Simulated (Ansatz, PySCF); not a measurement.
Stretching the N6–H7 bond in CH5BeN (SMILES [CH3][Be][NH2]) (multiplicity 1 held, fragments rigid). Energies count from the point at 1.008 Å.
Geometry at that point (charge 0, multiplicity 1):
```tsv
atom	x (Å)	y (Å)	z (Å)
Be	-0.0534	-0.0264	0.0485
C	1.1209	0.4370	-1.0689
H	2.0393	-0.1500	-0.9744
H	1.4042	1.4867	-0.9350
H	0.7751	0.3350	-2.1018
N	-1.1023	-0.4307	1.0508
H	-1.5170	-1.3464	1.1218
H	-1.4973	0.1738	1.7537
```

Restricted levels (R-, RO-) in cc, def2 and unpolarised 6-31G sets keep to the state of the molecule at rest. Unrestricted levels (U-) break spin symmetry where that is lower. Levels need not reach the same state.

Cores are frozen in the correlated methods. Rows in 6-31G* carry no dispersion term and start afresh at each structure (6-31G* with six Cartesian d functions).

Run with Ansatz (an electronic-structure program) with Gaussian orbitals; PySCF for 6-31G* rows. Values without a source in brackets are computed.

Energies in kcal/mol.

```tsv
R (Å)	R-HF/6-31G*	U-HF/6-31G*	U-B3LYP/cc-pVTZ	U-wB97X-V/cc-pVTZ	R-MP2/cc-pVTZ	U-CCSD(T)/cc-pVTZ
0.806	33.6	33.6	33.8	34.4	34.0	34.1
0.907	5.9	5.9	6.6	6.8	6.6	6.7
1.008	0.0	0.0	0.0	0.0	0.0	0.0
1.108	5.7	5.7	4.3	4.4	4.6	4.4
1.209	17.3	17.3	14.3	14.7	15.0	14.4
1.360	39.3	39.3	33.6	34.9	35.1	33.8
1.512	62.4	62.3	54.0	56.3	56.4	53.9
1.763	98.3	84.1	84.9	89.6	88.7	83.9
2.015	129.0	92.3	107.2	112.5	114.6	106.5
2.318	159.1	90.5	118.9	121.8	137.0	121.5
2.721	189.5	88.1	118.9	120.5	154.4	120.3
3.225	215.8	87.2	118.8	120.0	160.6	119.8
```

Doubts at one or more of the structures used: a restricted determinant that unrestricted orbitals would lower (R-HF/6-31G*, R-MP2/cc-pVTZ); a spin-contaminated determinant (U-HF/6-31G*, U-B3LYP/cc-pVTZ, U-wB97X-V/cc-pVTZ, U-CCSD(T)/cc-pVTZ); T1 above 0.05 (U-CCSD(T)/cc-pVTZ).
